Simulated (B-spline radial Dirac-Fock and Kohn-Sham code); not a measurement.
**Core-hole lifetimes of Bi³⁺**

System: the Bi³⁺ ion, configuration 1s2 2s2 2p6 3s2 3p6 3d10 4s2 4p6 4d10 4f14 5s2 5p6 5d10 6s2, inside a Watson sphere of charge -3 and radius 1.8 Å (a model of the Madelung potential; inside it an electron's potential energy is raised by 24.0 eV).

The computed values come from an atomic code on a B-spline grid: a relativistic independent-particle model: LDA orbitals of the hole state, radiative multipoles to third order, Auger rates from the Coulomb interaction with a continuum orbital, Dirac-Fock energies.

Partial widths are in eV. Coster-Kronig decay leaves a hole in the same principal shell; its rates are the weakest part of the model, often 1.5 to 2.5 times too large and more for N holes. Holes without an open Auger channel, or with an unreliable SCF state, are not listed.

| hole | radiative | Auger | Coster-Kronig | total | fluorescence yield | lifetime (fs) |
| --- | --- | --- | --- | --- | --- | --- |
| 1s | 59.7 | 1.77 | 0 | 61.5 | 0.971 | 0.0107 |
| 2s | 1.45 | 2.08 | 11.1 | 14.6 | 0.0989 | 0.0450 |
| 2p1/2 | 2.51 | 2.98 | 0.777 | 6.27 | 0.401 | 0.105 |
| 2p3/2 | 2.19 | 4.07 | 0 | 6.26 | 0.350 | 0.105 |
| 3s | 0.0589 | 1.34 | 17.4 | 18.8 | 0.00314 | 0.0351 |
| 3p1/2 | 0.0662 | 1.44 | 12.6 | 14.1 | 0.00471 | 0.0468 |
| 3p3/2 | 0.0715 | 1.87 | 8.76 | 10.7 | 0.00668 | 0.0615 |
| 3d3/2 | 0.0889 | 2.55 | 0.152 | 2.79 | 0.0319 | 0.236 |
| 3d5/2 | 0.0834 | 2.69 | 0 | 2.77 | 0.0301 | 0.237 |
| 4s | 0.00247 | 0.258 | 14.5 | 14.8 | 0.000167 | 0.0445 |
| 4p1/2 | 0.00376 | 0.262 | 12.6 | 12.9 | 0.000292 | 0.0512 |
| 4p3/2 | 0.00254 | 0.288 | 8.80 | 9.09 | 0.000280 | 0.0724 |
| 4d3/2 | 0.00231 | 0.410 | 6.87 | 7.28 | 0.000317 | 0.0904 |
| 4d5/2 | 0.00192 | 0.464 | 6.18 | 6.64 | 0.000290 | 0.0991 |
| 4f5/2 | 2.73e-05 | 0.184 | 0 | 0.184 | 0.000148 | 3.58 |
| 4f7/2 | 2.49e-05 | 0.184 | 0 | 0.184 | 0.000136 | 3.59 |
